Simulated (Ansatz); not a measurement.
TeH₂. The state is a singlet with charge 0. Geometry PBE0-D4/def2-TZVP; atoms count from 1.

```xyz
3

Te   -0.231   -0.457   -0.587
H     0.785    0.844   -0.449
H    -0.554   -0.387    1.036
```

In the def2 sets Te takes a core potential; there is no spin–orbit coupling.

Question: Estimate the Mulliken populations from the PBE0/def2-TZVP orbitals of Ansatz.

Answer: 
| atom | charge (e) |
| --- | --- |
| Te1 | -0.16 |
| H2 | 0.08 |
| H3 | 0.08 |
Mulliken values depend strongly on the basis.
